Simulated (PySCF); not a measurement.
An unknown shows these calculated signals:

¹H NMR (500 MHz, computed): δ 7.28 (m, 1H), 5.62 (m, 2H).

¹³C{¹H} NMR (computed): δ 174.2 (C), 170.8 (C), 155.6 (C), 153.6 (CH).

Calculated, not measured (PySCF 2.14.0 with density-fitted response routines): NMR shieldings at PBE0/pcSseg-1/GIAO, structure optimised with GFN2-xTB. No solvent model, rapidly exchanging positions averaged, one computed conformer, relativity neglected.

Chemical shifts δ = σref − σ; TMS for ¹H (σ = 31.72 ppm), ¹³C (σ = 186.93 ppm), all at this level.

Question: Which of these does the molecule contain: an OH group, an S-methyl group, a non-aromatic C=C double bond, a CF3 group, a Si–H bond?

Answer: 
- An OH group: no.
- An S-methyl group: no.
- A non-aromatic C=C double bond: yes.
- A CF3 group: no.
- A Si–H bond: yes (δH 5.62 (m)).

The data belong to `InChI=1S/C4H3FO3Si/c5-9-2-1-3(6)8-4(2)7/h1H,9H2`; they needn't prove each group on their own.

Carbon signals by region: 2 in the far downfield region (above 160 ppm), 2 in the sp2 and nitrile region (100–160 ppm). Above 160 ppm: 174.2, anhydride carbonyl carbon, 170.8, anhydride carbonyl carbon.

Splittings by ¹⁹F in the carbon and heteronuclear signals aren't shown, as no couplings were computed. Shifts are as computed. Against solution values, carbons near 30 ppm lie about +3 ppm off and those near 130 ppm about +5 ppm. Of 1211 compounds with measured shifts, 218 miss one by over three times the rms of a fit or turn the order of signals round; such compounds aren't used in these exercises. Multiplicities follow the n + 1 count of equivalent neighbours, as no J values were calculated; m marks all less simple cases, F and P coupling included.
